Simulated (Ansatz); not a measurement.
Reaction (SMILES): C[SiH](C)N[SiH2] → C[SiH](C)[N][SiH3]
Structures are relaxed separately at B3LYP-D3(BJ)/def2-TZVP in Ansatz (a first-principles code), one conformer each, not searched for the lowest.

Wanted: isomerisation energy (electronic energy difference), in kJ/mol. Correlated levels leave the core frozen unless marked. Open shells are spin-unrestricted. Spin-orbit coupling is left out. Non-relativistic. CBS(X,Y): correlation extrapolated as X^-3; Hartree-Fock from the larger set.

CCSD(T)/CBS(cc-pV(T+d)Z,cc-pV(Q+d)Z) (Ansatz) gives 89.2 kJ/mol.

Q: Another calculation gave 93.9 kJ/mol. Which level was it?
A) B3LYP/def2-TZVPD (Ansatz)
B) SVWN5/def2-TZVPD (Ansatz)
C) PBE-QIDH/def2-TZVPD (Ansatz)

A: C, PBE-QIDH/def2-TZVPD (Ansatz). The others give 74.6 (B3LYP), 107.8 (SVWN5) kJ/mol.
